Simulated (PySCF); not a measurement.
Rb: ionisation energy

Rb [Kr] 5s1 (2S) → Rb⁺ [Kr] (1S), as a difference of total energies. Calculation: PySCF 2.14, in def2-TZVP with the def2 core potential (28 electrons) (6s4p3d, 33 functions); a scalar-relativistic core potential. The calculations carry no spin-orbit coupling.

| method | ionisation energy (eV) |
| --- | --- |
| UHF | 3.805 |
| PBE0 | 4.204 |
| BP86 | 4.332 |

For comparison: 4.177 eV (measured; NIST Atomic Spectra Database, ionization energies).
